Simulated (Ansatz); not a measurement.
Isomers of Cd$_{2}$Te⁺ (doublet), relaxed with PBE-D4/def2-TZVP; total energies from Ansatz at PBE0-D4/def2-TZVP.

```tsv
isomer	description	energy (Eh)
A	point group C2v; 2 × Cd–Te 2.76 Å	-603.34338
B	point group C∞v; 1 × Cd–Cd 2.80 Å; 1 × Cd–Te 2.65 Å	-603.34671
```

In the def2 sets Cd, Te take a core potential; there is no spin–orbit coupling.

The isomers come from a short search, and lower ones may exist.

Q: Work out the relative energies (1 Eh = 2625.5 kJ/mol) and the Boltzmann populations at 298 K from electronic energies alone (R = 8.314 J/mol/K).

A: ΔE: A 8.7, B 0.0 kJ/mol. RT = 2.48 kJ/mol. Factors exp(−ΔE/RT): A 0.03, B 1; sum 1.030. Populations: A 2.9 %, B 97.1 %. Zero-point energy, vibrational entropy and symmetry numbers are left out and can shift these; an error of 4 kJ/mol changes a ratio by a factor of 5.0. Over the other density-functional and correlated levels in def2 sets, the gap between B and A ranges from -4 to 34 kJ/mol.
